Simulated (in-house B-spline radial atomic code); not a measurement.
A fraction x of an electron is moved 4p → 5f in Sn, starting from [Kr] 4d10 5s2 5p2 and keeping the highest spin. Computed with a B-spline radial code for spherical atoms: scalar-relativistic (X2C) RPBE, spin-polarised, spherical fractional occupations, Fermi nucleus of rms radius 4.6519 fm.

```
    x  E(x) - E(0) (eV)  4p down level (eV)  5f up level (eV)
    0            0.0000             -89.488                 -
0.375           34.5102             -94.810            -0.200
  0.5           46.4456             -96.616            -0.250
0.625                 ?                   ?                 ?
 0.75           70.9679            -100.162            -0.337
0.875                 ?                   ?                 ?
    1           96.3603            -103.730            -0.422
```

Question: What belongs in the row x = 0.625?

Answer: An energy change of 58.5975 eV; 4p down at -98.376 eV, 5f up at -0.292 eV.

Question: What belongs in the row x = 0.875?

Answer: An energy change of 83.5551 eV; 4p down at -101.940 eV, 5f up at -0.379 eV.

Question: Check Janak's theorem between x = 0.375 and 0.5.

Answer: The slope of the energy is 95.48 eV; the orbital levels give 95.49 eV (ε of the receiving orbital less ε of the emptying one, averaged over the two points).
